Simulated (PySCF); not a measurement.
Electron correlation in Zn (zinc, neutral)

[Ar] 3d10 4s2, closed-shell 1S. Computed with PySCF 2.14 in x2c-SVPall (5s3p3d1f, 36 functions), with scalar relativity by spin-free X2C-1e. Frozen: [Ar]; 12 electrons correlated.

MP2 pair energies summed by pair of shells (mhartree):

| pair | energy | share (%) |
| --- | --- | --- |
| 3d-3d | -263.04 | 87.2 |
| 4s-4s | -20.77 | 6.9 |
| 3d-4s | -17.78 | 5.9 |

Total MP2 correlation energy: -301.59 mhartree.

Same-spin part -108.04 and opposite-spin part -193.55 mhartree; SCS-MP2 scales them by 1/3 and 6/5 to -268.27 mhartree.

```json
{"level": "CCSD", "correlation energy (mhartree)": "-286.64"}
{"level": "(T)", "correlation energy (mhartree)": "-9.76"}
{"level": "CCSD(T)", "correlation energy (mhartree)": "-296.40"}
```

Diagnostics: T1 = 0.015, D1 = 0.0292, largest double amplitude 0.118.

Cost of the coupled-cluster step: 0.12 s of wall time on 1 thread of Intel(R) Xeon(R) 6975P-C (shared host), for 12 correlated electrons.
